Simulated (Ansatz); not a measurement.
Two isomers of C2H8OSi2: A = `CC1(O)[SiH2][SiH2]1`, B = `C1C[SiH2][SiH2]O1`.

Calculated with Ansatz (gas phase, PBE0-D4/def2-TZVP geometries, no zero-point term in ΔE). CCSD(T)/CBS adds triple-zeta CCSD(T) − MP2 to the extrapolated MP2 energy (def2 sets, frozen cores). DFT in def2-TZVPP. B3LYP here is the variant with VWN-RPA as its local correlation; programs differ in this. One conformer a species, not always the lowest.

(1) Which is lower in electronic energy at CCSD(T)/CBS, and by how much? (Estimate.)

(2) Give E(B) − E(A) in kJ/mol with B3LYP, B3LYP-D4, CCSD(T)/def2-SVP, PBE-D4, PBE0-D4, r2SCAN-D4, MP2/def2-TZVPP. (Estimate.)

(3) Does the order hold for the free energy at 298.15 K (harmonic terms from PBE0-D4)? (Best estimate.)

Largest T1 diagnostic: 0.013.

Results:

(1) Ansatz gave: B, by 238.1 kJ/mol.

(2) The calculation gave: B3LYP -235.4, B3LYP-D4 -236.4, CCSD(T)/def2-SVP -226.5, PBE-D4 -214.9, PBE0-D4 -229.6, r2SCAN-D4 -230.8, MP2/def2-TZVPP -242.0. None reverses the order clearly.

(3) Computed: Yes: G(B) − G(A) = -226.7 kJ/mol, for one conformer each.

At CCSD(T), def2-SVP lies +11.6 kJ/mol from the extrapolated value and def2-TZVPP −1.3 kJ/mol. From r2SCAN to r2SCAN0 (25 % exact exchange), in def2-TZVPP and without D4, E(B) − E(A) moves by −8.6 kJ/mol.
